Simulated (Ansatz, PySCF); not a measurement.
This PySCF input computes a SVWN5/def2-TZVPD energy:

```python
from pyscf import gto, scf, dft

mol = gto.M(
    atom='''
    In   -0.00000000   -0.00000000   -2.01938987
    O     0.00000000    0.00000000    0.00000000
    In    0.00000000    0.00000000    2.01938987
    ''',
    basis='def2-tzvpd',
    ecp='def2-tzvp',
    charge=1,
    spin=1,
    symmetry='D2h',
    verbose=4,
)

mf = dft.UKS(mol, xc='svwn').density_fit(auxbasis='def2-universal-jkfit')
mf.grids.level = 3
mf.conv_tol = 1e-9
mf.max_cycle = 100
mf.max_memory = 1500
mf.kernel()
if not mf.converged:
    mf = mf.newton()
    mf.kernel(mf.make_rdm1())
mf.analyze()
```

Q: Write an input for the same energy in Ansatz (an electronic-structure program) and say what it gives.

A: 
Ansatz 0.2 input:
```yaml
crystal:
  periodic: [false, false, false]
  atoms:
    - {symbol: In, position_ang: [-0.00000000, -0.00000000, -2.01938987]}
    - {symbol: O, position_ang: [0.00000000, 0.00000000, 0.00000000]}
    - {symbol: In, position_ang: [0.00000000, 0.00000000, 2.01938987]}
basis:
  gaussian:
    orbitals: def2-TZVPD
hamiltonian:
  xc: {name: SVWN5}
total_charge: 1
magnetization: {spin_polarized: true, initial_magnetization: 1}
output: {forces: true}
```
It gives -454.19004 Eh, and PySCF -454.19012 Eh, a difference of 0.08 mEh, from the treatment of integrals and grids.
